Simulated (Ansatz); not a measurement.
C₄H₆F₄, SMILES `CC(F)(CF)C(F)F`. Total charge 0; spin multiplicity 1.

```xyz
14

C     0.800    0.991   -0.721
C     0.280   -0.246   -0.030
F     1.210   -1.267   -0.167
C     0.073    0.001    1.448
F    -0.496   -1.096    2.055
C    -0.999   -0.777   -0.673
F    -0.823   -0.935   -2.002
F    -1.996    0.127   -0.494
H     1.056    0.753   -1.753
H     0.046    1.779   -0.720
H     1.695    1.354   -0.212
H    -0.585    0.860    1.598
H     1.044    0.189    1.915
H    -1.306   -1.734   -0.244
```

Problem. What are the harmonic wavenumbers in cm⁻¹ at PBE0-D4/def2-TZVP (Ansatz, finite differences of forces, unscaled)? (An estimate is asked.)

Solution. Ansatz gave: 75, 122, 181, 192, 248, 265, 339, 356, 458, 504, 574, 656, 808, 921, 945, 1011, 1106, 1129, 1156, 1184, 1244, 1266, 1307, 1376, 1396, 1419, 1425, 1477, 1486, 1494, 3070, 3076, 3123, 3131, 3154, 3169.

Problem. Is this a minimum?

Solution. Yes, all 36 modes are real.

Problem. Give the ideal-gas thermochemistry at 298.15 K and 1 bar (rigid rotor, harmonic oscillator; point group C1, symmetry number 1).

Solution. Zero-point energy 268.2 kJ/mol; H(298) − E = 292.5 kJ/mol; entropy 374.1 J/(mol·K), of which translation 169.6, rotation 118.5, vibration 86.0; G(298) − E = 181.0 kJ/mol. Modes under 100 cm⁻¹ are hindered rotations or soft bends, so the harmonic entropy is rough.
